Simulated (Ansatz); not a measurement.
C2HF3N (SMILES [NH+]#CC(F)(F)F), charge +1, singlet, at a GFN2-xTB geometry. Base run: PBE/STO-3G run with Ansatz (a first-principles code).

Geometry (Å):
```xyz
7

C     -0.0036    -0.0039    -0.4370
C      0.0090     0.0097     1.0941
F      0.0035     1.2399    -0.8562
F      1.0682    -0.6403    -0.8482
F     -1.0924    -0.6221    -0.8307
N      0.0183     0.0198     2.2315
H      0.0266     0.0289     3.2528
```
Charge +1, spin multiplicity 1.
All else is at Ansatz's defaults.
Base energy -424.30920 Eh.

Each row names what was changed in the base input (with any setting that the change needs).

| change | ΔE vs base (mEh) |
|---|---|
| base | 0.000 |
| lower_state_search = light | 0.000 |
| final_grid = 6, 12, 29 | 0.067 |
| final_grid = 10, 20, 41 | 0.000 |
| final_grid = 14, 28, 59 | 0.000 |
| lower_state_search = full | 0.000 |
| point_charge = charge:-1.0 position_ang:-1.5701, -5.5123, 0.6038 | -88.386 |
| nuclear_model = gaussian | 0.053 |
| final_grid = 4, 8, 17 | … |
| point_charge = charge:1.0 position_ang:3.6767, 2.2686, 4.298 | 98.882 |
| fitting.mean_field = def2-universal-JKFIT | … |

**Question.** Fill in the missing entries.

**Answer.** 
- final_grid = 4, 8, 17, ΔE vs base (mEh): -1.555
- fitting.mean_field = def2-universal-JKFIT, ΔE vs base (mEh): -2.245
